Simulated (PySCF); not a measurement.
C7H14NSi (charge +1).
Numbering: `[CH3:1][N+:2]([CH3:3])([CH3:4])[C:5]1=[CH:6][CH:7]=[CH:8][SiH2:9]1` (hydrogens: H10, H11, H12 on C1; H13, H14, H15 on C3; H16, H17, H18 on C4; H19 on C6; H20 on C7; H21 on C8; H22, H23 on Si9)

Method used: PBE0-D3(BJ)/def2-SVP geometry optimisation, gas phase in PySCF 2.14.0.

Q: Give the optimised bond lengths and angles.

A: 
```tsv
bond	length (Å)
C1–N2, N2–C3, N2–C4	1.495
N2–C5	1.481
C5=C6	1.348
C6–C7	1.474
C7=C8	1.349
C8–Si9	1.864
C5–Si9	1.903
C1–H10 and 8 like bonds	1.096
C6–H19	1.096
C7–H20	1.094
C8–H21	1.092
Si9–H22, Si9–H23	1.490
```

Bonds in one row agree within 0.01 Å and their mean is given. A selection of angles:
```tsv
angle	degrees
N2–C1–H10	109.1
H10–C1–H11	109.8
C1–N2–C3	108.5
C1–N2–C5	109.6
C3–N2–C4	109.7
N2–C5–C6	122.3
N2–C5–Si9	130.0
C6–C5–Si9	107.7
C5–C6–C7	116.1
C5–C6–H19	124.9
C7–C6–H19	118.9
C6–C7–C8	117.1
C6–C7–H20	119.1
C8–C7–H20	123.8
C7–C8–Si9	108.3
C7–C8–H21	122.5
Si9–C8–H21	129.2
C8–Si9–H22	115.7
C5–Si9–C8	90.8
C5–Si9–H22	111.4
H22–Si9–H23	110.4
```

Dihedral angles: C1–N2–C5–C6 180° (antiperiplanar); N2–C5–C6–C7 180° (antiperiplanar); C5–C6–C7–C8 0° (synperiplanar); C6–C7–C8–Si9 0° (synperiplanar); C7–C8–Si9–C5 0° (synperiplanar); N2–C5–Si9–C8 180° (antiperiplanar).

C8 (alkene CH carbon) is planar (angles 129.2°, 122.5° and 108.3°, sum 360.0°, 0.00 Å off the plane of its three neighbours). C6 (alkene CH carbon) is planar (angles 124.9°, 118.9° and 116.1°, sum 360.0°, 0.00 Å off the plane of its three neighbours). C7 (alkene CH carbon) is planar (angles 123.8°, 119.1° and 117.1°, sum 360.0°, 0.00 Å off the plane of its three neighbours). The 2 C–Si bonds span 1.864 Å (C8–Si9, drawn single) to 1.903 Å (C5–Si9, drawn single), a spread of 0.039 Å. Si9 (SiH2 silicon) has angles from 90.8° to 115.7°. C5 (vinylic carbon bearing nitrogen) is planar (angles 130.0°, 122.3° and 107.7°, sum 360.0°, 0.00 Å off the plane of its three neighbours). Of the pairs four or more bonds apart, Si9···H11 is among the closest relative to their van der Waals radii: 3.01 Å, 91 % of the sum of Bondi's values.

Point group: Cs (tolerance 0.08 Å). No PBE0-D3(BJ)/def2-SVP frequencies stand behind this structure, so it isn't proved a minimum.

Time: 1.8 min; peak memory 0.92 GiB. Hardware: one thread, Arm Neoverse V2 (aarch64), shared host with 32 logical CPUs at a one-minute load of 12. These figures are those of the optimisation.
